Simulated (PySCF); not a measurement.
Computed with TPSSh-D3(BJ)/def2-TZVP // BP86-D3(BJ)/def2-SVP in PySCF. Isolated molecules, 0 K electronic values unless said otherwise. One relaxed conformer stands for a flexible species; it need not be the lowest. 

Reference species: [Hf(NH2)4] (neutral, multiplicity 1).

- coordination number: 4
- mean distance from the central atom to its bonded neighbours: 2.059 Å
- charge on the central atom (Mulliken): 1.42 e

Changed species: [Hf(OH)4] (0 of 4 OH replaced by NH2; the reference has 4 of 4 OH replaced by NH2).

Question: What does the change do to the coordination number, mean distance from the central atom to its bonded neighbours and charge on the central atom (Mulliken)?

Answer: the coordination number stays essentially unchanged; the mean distance from the central atom to its bonded neighbours drops by 0.117 Å, to 1.942 Å; the charge on the central atom (Mulliken) goes up by 0.22 e, to 1.64 e.
